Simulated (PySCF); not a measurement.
Isomers of C6H11N2P, mass 142.066 u with the commonest isotopes. Method: PBE0/pcSseg-1 in PySCF (dipole) on a GFN2-xTB geometry, gas phase. One conformer each, none proved a minimum here; rigid rotors.

Question: Order these by out-of-plane moment Σ m c² = (Ia + Ib − Ic)/2, smallest first.
A. `[CH3:1][CH2:2][CH2:3][n:4]1[n:5][cH:6][p:7][c:8]1[CH3:9]` with C1–C2–C3–N4 64°, C2–C3–N4–N5 -95°
B. `[CH3:1][N:2]=[P:3]1([NH:4][CH3:5])[CH:6]=[CH:7][CH:8]=[CH:9]1` with N2–P3–N4–C5 -34°
C. `[CH3:1][N:2]([CH3:3])/[CH:4]=[P:5]/[CH2:6][CH2:7][C:8]#[N:9]` with C4–P5–C6–C7 -82°, P5–C6–C7–C8 -179°
D. `CC(C)(C)c1n[nH]cp1`
E. `[CH3:1][CH2:2][CH2:3][n:4]1[cH:5][p:6][c:7]([CH3:8])[n:9]1` with C1–C2–C3–N4 -66°, C2–C3–N4–C5 100°

Answer: C (25.44 u·Å²), A (47.12 u·Å²), D (54.84 u·Å²), E (56.95 u·Å²), B (73.06 u·Å²).

Question: Order these by rotational constant A, smallest first.
A. `CC(C)(C)c1n[nH]cp1`
B. `[CH3:1][N:2]([CH3:3])/[CH:4]=[P:5]/[CH2:6][CH2:7][C:8]#[N:9]` with C4–P5–C6–C7 -82°, P5–C6–C7–C8 -179°
C. `[CH3:1][CH2:2][CH2:3][n:4]1[cH:5][p:6][c:7]([CH3:8])[n:9]1` with C1–C2–C3–N4 -66°, C2–C3–N4–C5 100°
D. `[CH3:1][N:2]=[P:3]1([NH:4][CH3:5])[CH:6]=[CH:7][CH:8]=[CH:9]1` with N2–P3–N4–C5 -34°
E. `[CH3:1][CH2:2][CH2:3][n:4]1[n:5][cH:6][p:7][c:8]1[CH3:9]` with C1–C2–C3–N4 64°, C2–C3–N4–N5 -95°

Answer: D (1918 MHz), E (2314 MHz), A (2459 MHz), C (2554 MHz), B (3422 MHz).

Question: Order these by rotational constant B, smallest first.
A. `[CH3:1][N:2]([CH3:3])/[CH:4]=[P:5]/[CH2:6][CH2:7][C:8]#[N:9]` with C4–P5–C6–C7 -82°, P5–C6–C7–C8 -179°
B. `[CH3:1][CH2:2][CH2:3][n:4]1[n:5][cH:6][p:7][c:8]1[CH3:9]` with C1–C2–C3–N4 64°, C2–C3–N4–N5 -95°
C. `CC(C)(C)c1n[nH]cp1`
D. `[CH3:1][N:2]=[P:3]1([NH:4][CH3:5])[CH:6]=[CH:7][CH:8]=[CH:9]1` with N2–P3–N4–C5 -34°
E. `[CH3:1][CH2:2][CH2:3][n:4]1[cH:5][p:6][c:7]([CH3:8])[n:9]1` with C1–C2–C3–N4 -66°, C2–C3–N4–C5 100°

Answer: A (529.3 MHz), E (906.6 MHz), B (1075 MHz), C (1124 MHz), D (1260 MHz).

```csv
SMILES,point group,Ia (u·Å²),Ib (u·Å²),Ic (u·Å²),κ,μa (D),μb (D),μc (D)
CN(C)/C=P/CCC#N,C1,147.68,954.80,1051.59,-0.97,6.39,1.17,0.63
CN=P1(NC)C=CC=C1,C1,263.47,401.16,518.51,-0.40,1.95,2.10,0.85
CC(C)(C)c1n[nH]cp1,Cs,205.51,449.72,545.55,-0.74,1.62,1.24,0.00
CCCn1ncpc1C,C1,218.40,470.01,594.16,-0.69,2.39,2.14,0.32
CCCn1cpc(C)n1,C1,197.84,557.45,641.40,-0.87,2.48,0.08,0.49
```
